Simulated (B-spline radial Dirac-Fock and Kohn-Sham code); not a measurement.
Relativistic shifts of the levels of Tl¹⁶⁺

System: thallium as Tl¹⁶⁺, configuration [Kr] 4d10 4f14 5s2 5p3.

Both columns are ΔSCF binding energies of the configuration average from an atomic code on a B-spline grid: non-relativistic Hartree-Fock with a point nucleus, and Dirac-Fock with a finite nucleus and the Coulomb interaction alone, averaged over the two j levels with weights 2j+1.

```
shell  Hartree-Fock (eV)  Dirac-Fock (eV)  shift (eV)  shift (%)
   1s            77865.4          86365.0    +8499.53     +10.92
   2s            13483.9          15776.5    +2292.63     +17.00
   2p            12968.3          13744.9     +776.64      +5.99
   3s             3501.8           4080.0     +578.21     +16.51
   3p             3257.4           3477.8     +220.46      +6.77
   3d             2806.9           2787.7      -19.18      -0.68
   4s             1054.3           1204.2     +149.86     +14.21
   4d              747.8            743.1       -4.64      -0.62
   4f              479.3            463.4      -15.90      -3.32
   5s              413.8            451.0      +37.21      +8.99
   5p              374.5            387.4      +12.91      +3.45
```

Relativity binds 1s, 2s, 2p, 3s, 3p, 4s, 5s, 5p more strongly, among those listed most of all 2s in relative terms, and 3d, 4d, 4f more weakly, because the contracted s and p shells screen the nucleus better.

Values without a named source are computed, but for edge energies of neutral atoms, which are taken from tables.
